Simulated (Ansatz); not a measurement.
Ansatz (an electronic-structure program) input (B3LYP/6-31G*):

Ansatz 0.2 input:
```yaml
crystal:
  periodic: [false, false, false]
  atoms:
    - {symbol: N, position_ang: [0.68394880, 0.21502348, 0.19489092]}
    - {symbol: C, position_ang: [-0.46493943, -0.14617014, -0.13248429]}
    - {symbol: H, position_ang: [-0.65205939, -1.11720667, -0.61612504]}
    - {symbol: H, position_ang: [-1.34594568, 0.48906315, 0.04679433]}
basis:
  gaussian:
    orbitals: 6-31G*
hamiltonian:
  xc: {name: B3LYP}
magnetization: {spin_polarized: true, initial_magnetization: 1}
phonons: {temperatures: {t_min: 298.15, t_max: 298.15, t_step: 100}}
```

Output:

```
Functional definition: B3LYP
integrals: 0.00 GiB planned
388 factors; integrals over basis functions are off by at most 4.4e-4 eV
mean field: 0.09 GiB planned
mean field evaluation 1: about -2555.0559 eV, gradient 2.1e1 eV
mean field evaluation 2: about -2553.8228 eV, gradient 2.7e1 eV
mean field evaluation 4: about -2557.3839 eV, gradient 1.1e0 eV
mean field evaluation 8: about -2557.3924 eV, gradient 3.9e-2 eV
mean field evaluation 16: about -2557.3925 eV, gradient 2.1e-5 eV
mean field -2557.39247091 eV, -93.9824398432 hartree, gradient 2.1e-5 eV, S^2 0.760507; 0 other end points of the search recorded, 0 dependent functions left out
the calculation of the forces begins
reference -2557.39259887 eV, -93.9824445454 hartree; 8, 7 occupied and 26, 27 virtual orbitals, 388 factors
these checks for a lower state are left out or cut short: stability, starts, cluster_reference, orbital_swaps, neighbouring_geometries, increment
integrals: 0.00 GiB planned
388 factors; integrals over basis functions are off by at most 4.4e-4 eV
mean field: 0.09 GiB planned
mean field -2557.39239164 eV, -93.9824369298 hartree, gradient 1.7e-6 eV, S^2 0.760590; 0 other end points of the search recorded, 0 dependent functions left out
the calculation of the forces begins
reference -2557.39251958 eV, -93.9824416315 hartree; 8, 7 occupied and 26, 27 virtual orbitals, 388 factors
these checks for a lower state are left out or cut short: stability, starts, cluster_reference, orbital_swaps, neighbouring_geometries, increment
integrals: 0.00 GiB planned
388 factors; integrals over basis functions are off by at most 4.4e-4 eV
mean field: 0.09 GiB planned
mean field -2557.39238666 eV, -93.9824367470 hartree, gradient 2.1e-6 eV, S^2 0.760425; 0 other end points of the search recorded, 0 dependent functions left out
the calculation of the forces begins
reference -2557.39251463 eV, -93.9824414496 hartree; 8, 7 occupied and 26, 27 virtual orbitals, 388 factors
these checks for a lower state are left out or cut short: stability, starts, cluster_reference, orbital_swaps, neighbouring_geometries, increment
integrals: 0.00 GiB planned
388 factors; integrals over basis functions are off by at most 4.4e-4 eV
mean field: 0.09 GiB planned
mean field evaluation 32: about -2557.3923 eV, gradient 1.0e-4 eV
mean field -2557.39231967 eV, -93.9824342852 hartree, gradient 2.1e-6 eV, S^2 0.760436; 0 other end points of the search recorded, 0 dependent functions left out
the calculation of the forces begins
reference -2557.39244766 eV, -93.9824389888 hartree; 8, 7 occupied and 26, 27 virtual orbitals, 388 factors
these checks for a lower state are left out or cut short: stability, starts, cluster_reference, orbital_swaps, neighbouring_geometries, increment
integrals: 0.00 GiB planned
388 factors; integrals over basis functions are off by at most 4.4e-4 eV
mean field: 0.09 GiB planned
mean field -2557.39231344 eV, -93.9824340561 hartree, gradient 2.1e-6 eV, S^2 0.760579; 0 other end points of the search recorded, 0 dependent functions left out
the calculation of the forces begins
reference -2557.39244135 eV, -93.9824387568 hartree; 8, 7 occupied and 26, 27 virtual orbitals, 388 factors
these checks for a lower state are left out or cut short: stability, starts, cluster_reference, orbital_swaps, neighbouring_geometries, increment
integrals: 0.00 GiB planned
388 factors; integrals over basis functions are off by at most 4.4e-4 eV
mean field: 0.09 GiB planned
mean field -2557.39237660 eV, -93.9824363771 hartree, gradient 1.7e-6 eV, S^2 0.760496; 0 other end points of the search recorded, 0 dependent functions left out
the calculation of the forces begins
reference -2557.39250450 eV, -93.9824410775 hartree; 8, 7 occupied and 26, 27 virtual orbitals, 388 factors
these checks for a lower state are left out or cut short: stability, starts, cluster_reference, orbital_swaps, neighbouring_geometries, increment
integrals: 0.00 GiB planned
388 factors; integrals over basis functions are off by at most 4.4e-4 eV
mean field: 0.09 GiB planned
mean field -2557.39237225 eV, -93.9824362175 hartree, gradient 2.4e-6 eV, S^2 0.760518; 0 other end points of the search recorded, 0 dependent functions left out
the calculation of the forces begins
reference -2557.39250025 eV, -93.9824409214 hartree; 8, 7 occupied and 26, 27 virtual orbitals, 388 factors
these checks for a lower state are left out or cut short: stability, starts, cluster_reference, orbital_swaps, neighbouring_geometries, increment
integrals: 0.00 GiB planned
388 factors; integrals over basis functions are off by at most 4.4e-4 eV
mean field: 0.09 GiB planned
mean field -2557.39245606 eV, -93.9824392972 hartree, gradient 1.6e-6 eV, S^2 0.760503; 0 other end points of the search recorded, 0 dependent functions left out
the calculation of the forces begins
reference -2557.39258400 eV, -93.9824439992 hartree; 8, 7 occupied and 26, 27 virtual orbitals, 388 factors
these checks for a lower state are left out or cut short: stability, starts, cluster_reference, orbital_swaps, neighbouring_geometries, increment
integrals: 0.00 GiB planned
388 factors; integrals over basis functions are off by at most 4.4e-4 eV
mean field: 0.09 GiB planned
mean field evaluation 64: about -2557.3925 eV, gradient 1.1e-5 eV
mean field -2557.39246451 eV, -93.9824396080 hartree, gradient 2.8e-6 eV, S^2 0.760511; 0 other end points of the search recorded, 0 dependent functions left out
the calculation of the forces begins
reference -2557.39259247 eV, -93.9824443103 hartree; 8, 7 occupied and 26, 27 virtual orbitals, 388 factors
Total energy: -2557.39259887 eV, -93.9824445454 hartree
Atom 0 at     0.683949     0.215023     0.194891 Å, force     0.001540     0.000484     0.000439 eV/Å
Atom 1 at    -0.464939    -0.146170    -0.132484 Å, force     0.001832     0.000576     0.000522 eV/Å
Atom 2 at    -0.652059    -1.117207    -0.616125 Å, force    -0.002384     0.001084     0.000186 eV/Å
Atom 3 at    -1.345946     0.489063     0.046794 Å, force    -0.000989    -0.002145    -0.001147 eV/Å
Dipole moment:    -0.451626    -0.141985    -0.128691 e Å
Vibrations: 949.53 989.14 1406.98 1736.68 3001.64 3053.26 cm⁻¹, zero-point energy 0.690421 eV
```

The blocks after the first are displaced geometries, from whose forces the wavenumbers follow.
